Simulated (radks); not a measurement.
The nuclear charge of neutral thallium is varied continuously with 81 electrons held in [Hg] 6p1. Calculated with a radial shooting solver on a logarithmic mesh with Libxc functionals: scalar-relativistic Kohn-Sham, LDA (Slater exchange, Perdew-Wang correlation), spin-polarised, spherical densities, finite nucleus; open shells are filled with parallel spins first (spin-orbit coupling, left out, can overturn this in heavy ions); Fermi nuclear charge, rms radius 5.4759 fm. By the Hellmann-Feynman theorem dE/dZ = E(electron-nucleus)/Z, the electronic potential at the nucleus (averaged over a nucleus of fixed radius). The scalar-relativistic energy here is not variational (the density holds large components alone), so the two differ by a part that grows with Z.

Z     E (hartree)  E(electron-nucleus)/Z (hartree)  HOMO  e(HOMO) (eV)  <r> HOMO (bohr)
80.8  -20104.2496                         -620.376    6p        -1.547            4.050
80.9  -20166.9352                         -621.587    6p        -2.143            3.881
81    -20229.7447                         -622.797    6p        -2.773            3.741
81.1  -20292.6781                         -624.008    6p        -3.434            3.622
81.2  -20355.7356                         -625.219    6p        -4.122            3.518
81.3  -20418.9170                         -626.431    6p        -4.835            3.426
81.4  -20482.2225                         -627.643    6p        -5.572            3.343
81.5  -20545.6522                         -628.856    6p        -6.331            3.269
81.6  -20609.2061                         -630.069    6p        -7.110            3.201
81.7  -20672.8844                         -631.284    6p        -7.910            3.139
81.8  -20736.6870                         -632.498    6p        -8.729            3.081
81.9  -20800.6140                         -633.714    6p        -9.567            3.027
82    -20864.6657                         -634.930    6p       -10.422            2.977

The central difference of E at Z = 81 is -628.715 hartree, to compare with the third column; the second derivative is -12.4 hartree.
